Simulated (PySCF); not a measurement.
Computed shifts of a molecule C2H5ClO2Si, PySCF with PBE/pcSseg-1, GIAO, gas phase, atoms alike by connectivity averaged where their shifts nearly agree, in ppm (number of nuclei): ²⁹Si: -12.5 (1). ¹³C: 174.0 (1), 23.9 (1). ¹H: 6.18 (1), 5.48 (1), 2.36 (3). References: ²⁹Si against TMS (σ = 335.4 ppm); ³⁵Cl against HCl (σ = 936.5 ppm); ¹⁷O against H2O (σ = 334.3 ppm); ¹³C against TMS (σ = 182.0 ppm); ¹H against TMS (σ = 31.49 ppm), references at their B3LYP-D3(BJ)/def2-TZVP geometries, non-relativistic (without spin–orbit terms, shifts of atoms bonded to Cl or Br come out too high). Geometry optimised at PBE0-D3(BJ)/def2-SVP. The values are those of a single conformer.

### Question
Which molecule gave these data?
A) O[SiH](O)/C=C\Cl
B) CC(=O)O[SiH2]Cl
C) C[Si]1(Cl)OCO1
D) C=C[Si](O)(O)Cl

### Answer
B, CC(=O)O[SiH2]Cl
